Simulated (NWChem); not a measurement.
Species: C₃H₃Cl; SMILES ClC=C=C

Program: NWChem. Pople sets run with spherical d functions. The geometry was optimised at PBE0/def2-SVP. Level: B3LYP/6-31G* with SMD (1 M gas to 1 M solution), gas-phase geometry.

For solvent n-hexane:

```yaml
cavity-dispersion-structure term (kcal/mol): -1.6
dipole in solution (D): 2.04
```

Task: What are these values for solvent ethanol?

Result: 
| Quantity | Result |
|---|---|
| cavity-dispersion-structure term (kcal/mol) | 0.2 |
| dipole in solution (D) | 2.39 |
